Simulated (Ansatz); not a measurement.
Reactions of C$_{8}$H$_{16}$ (`CC(C)=CC(C)(C)C`).

Program: Ansatz. Geometries: PBE0-D4/def2-TZVP. ΔE: electronic, gas phase. CBS: MP2 limit from def2 TZ/QZ plus the TZ coupled-cluster correction, frozen cores. This one scheme is used for every species, atoms too. DFT in def2-TZVPP. Open shells (•) are unrestricted, without spin–orbit coupling. Spin–orbit coupling would lower the free atoms: a little for C. For Br outer-core shells are correlated without core-valence functions, so the limit isn't a true one: a few kJ/mol of doubt a bond, and 10 to 20 or more in all where bonds break to atoms. Scalar relativity is left out up to krypton. Each species was taken in one conformer, which may not be the lowest.

| reaction | CCSD(T)/CBS(def2) (kJ/mol) |
| --- | --- |
| `CC(C)=CC(C)(C)C` → 8 C• + 16 H• | ? |
| `CC(C)=CC(C)(C)C` + HBr → `CC(C)=CBr` + `CC(C)C` | 5 |
| `CC(C)=CC(C)(C)C` → `CC/C=C\C(C)(C)C` | 11 |
| `CC(C)=CC(C)(C)C` → `C=C(C)CC(C)(C)C` | -6 |

Fill in the missing values. (Best estimate.)

Ansatz gave: `CC(C)=CC(C)(C)C` → 8 C• + 16 H•: +9771.5 kJ/mol.

Largest T1 diagnostic: 0.009, for `C=C(C)CC(C)(C)C`.
